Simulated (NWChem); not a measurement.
System: C2H5BN2O; SMILES CB(N)N=C=O

Output (shortened):

```
             Northwest Computational Chemistry Package (NWChem) 7.3.0
             --------------------------------------------------------

                             Geometry "geometry" -> ""
                             -------------------------

 Output coordinates in angstroms (scale by  1.889725989 to convert to a.u.)

  No.       Tag          Charge          X              Y              Z
 ---- ---------------- ---------- -------------- -------------- --------------
    1 C                    6.0000    -1.42603600     1.50223100     0.00072300
    2 B                    5.0000     0.05928500     0.95418700     0.00133800
    3 N                    7.0000     1.18050700     1.80478200     0.00081800
    4 N                    7.0000     0.30922900    -0.47555900    -0.00083600
    5 C                    6.0000     0.08373300    -1.66275400    -0.00094400
    6 O                    8.0000    -0.06951200    -2.83797900    -0.00122400
    7 H                    1.0000    -1.96597100     1.14923400    -0.90364600
    8 H                    1.0000    -1.98905300     1.09945800     0.86910100
    9 H                    1.0000    -1.49478700     2.60800100     0.02977200
   10 H                    1.0000     2.13897700     1.45545000    -0.00168300
   11 H                    1.0000     1.10192800     2.82029600     0.00260000

 Effective nuclear repulsion energy (a.u.)     194.4366013330

  xc_inp: hfexch multiplicative factor not found.
                              NWChem Property Module
                              ----------------------

  itol2e modified to match energy
  convergence criterion.

                                 NWChem DFT Module
                                 -----------------

 Summary of "ao basis" -> "ao basis" (spherical)
 ------------------------------------------------------------------------------
       Tag                 Description            Shells   Functions and Types
 ---------------- ------------------------------  ------  ---------------------
 C                           6-31g*                  6       14   3s2p1d
 B                           6-31g*                  6       14   3s2p1d
 N                           6-31g*                  6       14   3s2p1d
 O                           6-31g*                  6       14   3s2p1d
 H                           6-31g*                  2        2   2s

  itol2e modified to match energy
  convergence criterion.

            General Information
            -------------------
          SCF calculation type: DFT
          Wavefunction type:  closed shell.
          No. of atoms     :    11
          No. of electrons :    44
           Alpha electrons :    22
            Beta electrons :    22
          Charge           :     0
          Spin multiplicity:     1
          Use of symmetry is: off; symmetry adaption is: off
          Maximum number of iterations: 150
          AO basis - number of functions:    94
                     number of shells:    46
          Convergence on energy requested:  1.00D-07
          Convergence on density requested:  1.00D-05
          Convergence on gradient requested:  5.00D-04

              XC Information
              --------------
                     Hartree-Fock (Exact) Exchange  1.000

      Superposition of Atomic Density Guess
      -------------------------------------

 Sum of atomic energies:        -285.67958821

      Non-variational initial energy
      ------------------------------

 Total energy =    -288.806023
 1-e energy   =    -772.012000
 2-e energy   =     288.769375
 HOMO         =      -0.347119
 LUMO         =       0.049641

   convergence    iter        energy       DeltaE   RMS-Dens  Diis-err
 ---------------- ----- ----------------- --------- --------- ---------
 d= 0,ls=0.0,diis     1   -287.0852844145 -4.82D+02  7.20D-03  9.19D-01
 d= 0,ls=0.0,diis     2   -287.1658953194 -8.06D-02  2.99D-03  3.04D-01
 d= 0,ls=0.0,diis     3   -287.1955231731 -2.96D-02  9.01D-04  1.15D-02
 d= 0,ls=0.0,diis     4   -287.1970060521 -1.48D-03  2.50D-04  1.13D-03
 d= 0,ls=0.0,diis     5   -287.1971363462 -1.30D-04  7.29D-05  8.61D-05
  Resetting Diis
 d= 0,ls=0.0,diis     6   -287.1971473187 -1.10D-05  2.25D-05  5.03D-06
 d= 0,ls=0.0,diis     7   -287.1971482347 -9.16D-07  6.95D-06  5.37D-07
 d= 0,ls=0.0,diis     8   -287.1971483464 -1.12D-07  2.91D-06  1.66D-07
 d= 0,ls=0.0,diis     9   -287.1971483802 -3.38D-08  4.16D-06  4.21D-08

         Total DFT energy =     -287.197148380194
      One electron energy =     -775.697565121303
           Coulomb energy =      331.599780865599
    Exchange-Corr. energy =      -37.535965457527
 Nuclear repulsion energy =      194.436601333037

 Numeric. integr. density =        0.000000000000

                       DFT Final Molecular Orbital Analysis
                       ------------------------------------

 Vector   20  Occ=2.000000D+00  E=-4.646554D-01
              MO Center=  3.0D-01,  6.5D-02, -2.5D-03, r^2= 4.4D+00
   Bfn.  Coefficient  Atom+Function         Bfn.  Coefficient  Atom+Function
  ----- ------------  ---------------      ----- ------------  ---------------
    33      0.326007   3 N  pz               47      0.313925   4 N  pz
    75     -0.290478   6 O  pz               37      0.278562   3 N  pz
    51      0.259086   4 N  pz               79     -0.225513   6 O  pz
    19      0.146817   2 B  pz                5     -0.134543   1 C  pz
     9     -0.086290   1 C  pz               85      0.082686   7 H  s

 Vector   21  Occ=2.000000D+00  E=-4.198552D-01
              MO Center=  5.5D-03, -7.5D-01, -3.4D-04, r^2= 3.4D+00
   Bfn.  Coefficient  Atom+Function         Bfn.  Coefficient  Atom+Function
  ----- ------------  ---------------      ----- ------------  ---------------
    45      0.422524   4 N  px               49      0.366138   4 N  px
    73     -0.336603   6 O  px               77     -0.275753   6 O  px
     3      0.179274   1 C  px               17     -0.138450   2 B  px
     7      0.118431   1 C  px               59      0.109347   5 C  px
     4     -0.102988   1 C  py                6      0.094663   1 C  s

[...]

          -----------------------
          Electric field gradient
          -----------------------

 1 a.u. = 0.324123 10**(16) esu/cm**3  ( or statvolts/cm**2 ) = 0.97174 10**(22) v/m**2

 ------------------------------------------------------------
   Atom      X         Y         Z
 ------------------------------------------------------------
    1 C   -2.69482   2.83880   0.00137
 ------------------------------------------------------------

 Electric field gradient in molecular frame (a.u.)
         XX             YY             ZZ             XY             XZ             YZ
 ------------------------------------------------------------------------------------------
        0.116070      -0.044892      -0.071179      -0.054114       0.000645      -0.000743

 Principal components (a.u.) and orientation
 of principal axis w.r.t. absolute frame                      Asymmetry parameter eta
 --------------------------------------------------------------------------------------
        0.132575      -0.071210      -0.061365                       0.074258

        0.956507       0.011584       0.291479
       -0.291680       0.051991       0.955102
        0.004090       0.998580      -0.053109

 ------------------------------------------------------------
   Atom      X         Y         Z
 ------------------------------------------------------------
    2 B    0.11203   1.80315   0.00253
 ------------------------------------------------------------

 Electric field gradient in molecular frame (a.u.)
         XX             YY             ZZ             XY             XZ             YZ
 ------------------------------------------------------------------------------------------
        0.281913       0.072780      -0.354693       0.000159      -0.000612       0.000414

 Principal components (a.u.) and orientation
 of principal axis w.r.t. absolute frame                      Asymmetry parameter eta
 --------------------------------------------------------------------------------------
       -0.354694       0.281913       0.072780                       0.589617

        0.000962       0.999999      -0.000757
       -0.000968       0.000758       0.999999
        0.999999      -0.000961       0.000968

 ------------------------------------------------------------
   Atom      X         Y         Z
 ------------------------------------------------------------
    3 N    2.23083   3.41054   0.00155
 ------------------------------------------------------------

 Electric field gradient in molecular frame (a.u.)
         XX             YY             ZZ             XY             XZ             YZ
 ------------------------------------------------------------------------------------------
       -0.320269      -0.418134       0.738403       0.176911       0.002264      -0.002069

 Principal components (a.u.) and orientation
 of principal axis w.r.t. absolute frame                      Asymmetry parameter eta
 --------------------------------------------------------------------------------------
        0.738411      -0.552762      -0.185648                       0.497168

        0.001888      -0.605566       0.795793
       -0.001500       0.795792       0.605568
        0.999997       0.002337      -0.000594

 ------------------------------------------------------------
   Atom      X         Y         Z
 ------------------------------------------------------------
    4 N    0.58436  -0.89868  -0.00158
 ------------------------------------------------------------

 Electric field gradient in molecular frame (a.u.)
         XX             YY             ZZ             XY             XZ             YZ
 ------------------------------------------------------------------------------------------
        0.243491      -0.453934       0.210442      -0.114198      -0.000405       0.000016

 Principal components (a.u.) and orientation
 of principal axis w.r.t. absolute frame                      Asymmetry parameter eta
 --------------------------------------------------------------------------------------
       -0.472156       0.261717       0.210439                       0.108604

        0.157579       0.987476       0.007737
        0.987506      -0.157574      -0.001305
        0.000070      -0.007846       0.999969

 ------------------------------------------------------------
   Atom      X         Y         Z
 ------------------------------------------------------------
    5 C    0.15823  -3.14215  -0.00178
 ------------------------------------------------------------

 Electric field gradient in molecular frame (a.u.)
         XX             YY             ZZ             XY             XZ             YZ
 ------------------------------------------------------------------------------------------
       -0.257130       0.549402      -0.292273       0.059162      -0.000001       0.000356

 Principal components (a.u.) and orientation
 of principal axis w.r.t. absolute frame                      Asymmetry parameter eta
 --------------------------------------------------------------------------------------
        0.553719      -0.292273      -0.261446                       0.055672

        0.072770       0.000835       0.997348
        0.997349      -0.000481      -0.072769
        0.000419       1.000000      -0.000868

 ------------------------------------------------------------
   Atom      X         Y         Z
 ------------------------------------------------------------
    6 O   -0.13136  -5.36300  -0.00231
 ------------------------------------------------------------

 Electric field gradient in molecular frame (a.u.)
         XX             YY             ZZ             XY             XZ             YZ
 ------------------------------------------------------------------------------------------
        0.534389      -0.964808       0.430419      -0.184155      -0.000132      -0.000354

 Principal components (a.u.) and orientation
 of principal axis w.r.t. absolute frame                      Asymmetry parameter eta
 --------------------------------------------------------------------------------------
       -0.987098       0.556678       0.430419                       0.127909

        0.120160       0.992754       0.000665
        0.992755      -0.120159      -0.000342
        0.000259      -0.000702       1.000000

 ------------------------------------------------------------
   Atom      X         Y         Z
 ------------------------------------------------------------
    7 H   -3.71515   2.17174  -1.70764
 ------------------------------------------------------------

 Electric field gradient in molecular frame (a.u.)
         XX             YY             ZZ             XY             XZ             YZ
 ------------------------------------------------------------------------------------------
        0.041765       0.095846      -0.137611      -0.063462      -0.165347      -0.108117

 Principal components (a.u.) and orientation
 of principal axis w.r.t. absolute frame                      Asymmetry parameter eta
 --------------------------------------------------------------------------------------
       -0.278061       0.140392       0.137669                       0.009795

        0.484438       0.780660      -0.394829
        0.317891       0.263387       0.910809
        0.815025      -0.566743      -0.120570

 ------------------------------------------------------------
   Atom      X         Y         Z
 ------------------------------------------------------------
    8 H   -3.75877   2.07767   1.64236
 ------------------------------------------------------------

 Electric field gradient in molecular frame (a.u.)
         XX             YY             ZZ             XY             XZ             YZ
 ------------------------------------------------------------------------------------------
        0.033195       0.083130      -0.116325      -0.075841       0.165966       0.118604

 Principal components (a.u.) and orientation
 of principal axis w.r.t. absolute frame                      Asymmetry parameter eta
 --------------------------------------------------------------------------------------
       -0.278408       0.140614       0.137794                       0.010130

       -0.505321       0.771325      -0.386921
       -0.362849       0.216892       0.906255
        0.782938       0.598343       0.170274

 ------------------------------------------------------------
   Atom      X         Y         Z
 ------------------------------------------------------------
    9 H   -2.82474   4.92841   0.05626
 ------------------------------------------------------------

 Electric field gradient in molecular frame (a.u.)
         XX             YY             ZZ             XY             XZ             YZ
 ------------------------------------------------------------------------------------------
        0.138820      -0.280398       0.141578       0.022986       0.000739      -0.011051

 Principal components (a.u.) and orientation
 of principal axis w.r.t. absolute frame                      Asymmetry parameter eta
 --------------------------------------------------------------------------------------
       -0.281944       0.141878       0.140066                       0.006426

       -0.054575       0.075569       0.995646
        0.998167      -0.021975       0.056381
        0.026140       0.996898      -0.074231

[...]
```

Level: Hartree-Fock/6-31G* (spherical d). The geometry was optimised at PBE-D3(BJ)/def2-SVP. NWChem prints the field gradient with the sign opposite to the second derivative of the potential.

Reconstruct the input file.

This is not unique; one that fits is the input that was run:
```
start job
memory heap 200 mb stack 900 mb global 1100 mb
geometry units angstroms noautosym nocenter noautoz
  C     -1.426036     1.502231     0.000723
  B      0.059285     0.954187     0.001338
  N      1.180507     1.804782     0.000818
  N      0.309229    -0.475559    -0.000836
  C      0.083733    -1.662754    -0.000944
  O     -0.069512    -2.837979    -0.001224
  H     -1.965971     1.149234    -0.903646
  H     -1.989053     1.099458     0.869101
  H     -1.494787     2.608001     0.029772
  H      2.138977     1.455450    -0.001683
  H      1.101928     2.820296     0.002600
end
basis spherical
  * library 6-31g*
end
dft
  xc hfexch
  iterations 150
end
property
  efieldgrad
end
task dft property
```
